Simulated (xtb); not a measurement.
Al(H)(OMe)(SeH) (CH5AlOSe), SMILES [O]([AlH][SeH])C. All values are semi-empirical tight-binding results from xtb (GFN2-xTB unless named), good for trends rather than for accurate numbers. Geometry optimised at GFN2-xTB. The values are those of a single conformer.

A frequency run showed that this geometry is not a minimum.

For metal compounds this method's bond lengths and energies can be far off.

```json
{
  "orbital_gap": "3.92 eV"
}
```
